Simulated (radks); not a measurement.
Minus the highest occupied eigenvalue as an estimate of the ionisation energy, Dy40+ to Dy59+. The LB94 potential has the -1/r tail that LDA and GGA lack but no energy functional. All-electron calculation, scalar-relativistic Kohn-Sham, LB94 model potential, spin-polarised, spherical densities, finite nucleus; open shells are filled with parallel spins first (spin-orbit coupling, left out, can overturn this in heavy ions); Fermi nuclear charge, rms radius 5.2218 fm. Program: a radial shooting solver on a logarithmic mesh with Libxc functionals.

| species | configuration | HOMO | -e(HOMO) (eV) | <r> (bohr) | IE, NIST (eV) | kind |
|---|---|---|---|---|---|---|
| Dy40+ | [Ar] 3d8 | 3d down | 3101.1 | 0.202 | 3098 | theory |
| Dy41+ | [Ar] 3d7 | 3d down | 3211.8 | 0.200 | 3217 | theory |
| Dy42+ | [Ar] 3d6 | 3d down | 3323.5 | 0.198 | 3331 | theory |
| Dy43+ | [Ar] 3d5 | 3d up | 3460.5 | 0.196 | 3445 | theory |
| Dy44+ | [Ar] 3d4 | 3d up | 3576.7 | 0.195 | 3607 | theory |
| Dy45+ | [Ar] 3d3 | 3d up | 3694.1 | 0.193 | 3725 | theory |
| Dy46+ | [Ar] 3d2 | 3d up | 3812.8 | 0.191 | 3852 | theory |
| Dy47+ | [Ar] 3d1 | 3d up | 3932.4 | 0.190 | 3970 | theory |
| Dy48+ | [Ar] | 3p | 4359.9 | 0.213 | 4303 | theory |
| Dy49+ | [Ne] 3s2 3p5 | 3p down | 4467.4 | 0.212 | 4407 | theory |
| Dy50+ | [Ne] 3s2 3p4 | 3p down | 4575.4 | 0.211 | 4523 | theory |
| Dy51+ | [Ne] 3s2 3p3 | 3p up | 4700.9 | 0.210 | 4629 | theory |
| Dy52+ | [Ne] 3s2 3p2 | 3p up | 4811.1 | 0.208 | 4945 | theory |
| Dy53+ | [Ne] 3s2 3p1 | 3p up | 4921.8 | 0.207 | 5066 | theory |
| Dy54+ | [Ne] 3s2 | 3s | 5320.5 | 0.212 | 5296 | theory |
| Dy55+ | [Ne] 3s1 | 3s up | 5435.0 | 0.211 | 5412 | theory |
| Dy56+ | [Ne] | 2p | 12295.8 | 0.0778 | 12081 | theory |
| Dy57+ | [He] 2s2 2p5 | 2p down | 12588.3 | 0.0773 | 12370 | theory |
| Dy58+ | [He] 2s2 2p4 | 2p down | 12879.2 | 0.0768 | 12690 | theory |
| Dy59+ | [He] 2s2 2p3 | 2p up | 13243.7 | 0.0762 | 12986 | theory |

Reference values: NIST Atomic Spectra Database (exp. = measured, semi-emp. = semi-empirical, theory = theoretical value adopted there). Open shells are spherical and high-spin; term and fine-structure splittings are not resolved. Spin-orbit splitting is averaged out at the scalar-relativistic level.
